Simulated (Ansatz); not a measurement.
A structure relaxed at r2SCAN-D4/def2-SVP in Ansatz, charge 0, singlet:

```xyz
8

Ga   -1.097    0.253    0.558
Ga    0.404    0.195   -1.485
Ga    1.070   -1.074    0.353
H    -2.097    1.050    1.463
H     1.490   -2.372    1.088
H     0.043    0.427   -2.973
H    -0.255    1.468   -0.513
H     0.442    0.052    1.509
```

(1) Give its formula and point group.

(2) Summarise the bond lengths by kind (pairs closer than 1.2 times the sum of covalent radii, bridged metal pairs left out).

## Answers

(1) Ga3H5 (the lowest singlet isomer of a short search). Point group Cs (tolerance 0.1 Å).

(2) 1 × Ga–Ga 2.33 Å; 7 × Ga–H 1.55 to 1.83 Å.

The structure comes from a short search, and lower isomers may exist.
